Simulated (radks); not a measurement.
Excited configurations of Lu XII: one electron is placed in a higher orbital outside [Kr] 4d10 4f11 5s2. The ground configuration is [Kr] 4d10 4f12 5s2. Calculated with a radial shooting solver on a logarithmic mesh with Libxc functionals: scalar-relativistic Kohn-Sham, SCAN, spin-unpolarised, spherical densities, finite nucleus; meta-GGA in the generalised Kohn-Sham scheme; Fermi nuclear charge, rms radius 5.37 fm. Excitation = E - E(ground); binding = E(ion) - E, where the ion is the core of charge +12; n* = 12/sqrt(2 binding) in atomic units. These energies are relativistic, and a one-electron ion of charge +12 with no core already has n* below n in this formula (scalar-relativistic equation, point nucleus: 5p 4.998, 5d 4.999, 5f 4.999, 6p 5.998, 6d 5.999, 6f 5.999, 7s 6.997, 7p 6.998, 7d 6.999, 7f 6.999). The quantum defect is therefore taken as that value minus n*, so that it holds no relativistic shift of the bare ion.

outer orbital	excitation (eV)	binding (eV)	n*	quantum defect	eigenvalue (eV)	<r> (bohr)
5p	6.429	213.77	3.027	1.971	-204.51	1.134
5d	57.792	162.40	3.473	1.526	-154.26	1.321
5f	108.45	111.75	4.187	0.812	-105.63	1.687
6p	103.71	116.48	4.101	1.897	-112.00	2.068
6d	124.83	95.363	4.533	1.466	-91.298	2.369
6f	147.65	72.550	5.197	0.803	-69.193	2.884
7s	137.66	82.541	4.872	2.125	-79.602	3.003
7p	145.49	74.704	5.121	1.877	-72.062	3.234
7d	156.67	63.526	5.554	1.445	-61.029	3.645
7f	169.19	51.010	6.197	0.802	-48.869	4.313

The Delta-SCF ionisation energy is 220.20 eV (NIST Atomic Spectra Database: 238 eV, theoretical). Self-interaction in the functional shifts the binding energies and quantum defects, so they are the method's values and not measured ones. Spin polarisation and multiplet splitting are left out, so open shells lie too high by an amount that depends on their filling. Spin-orbit splitting is averaged out at the scalar-relativistic level.

Beside tabulated values, note that spin-unpolarised runs miss the spin-polarisation part of the exchange energy of open shells.
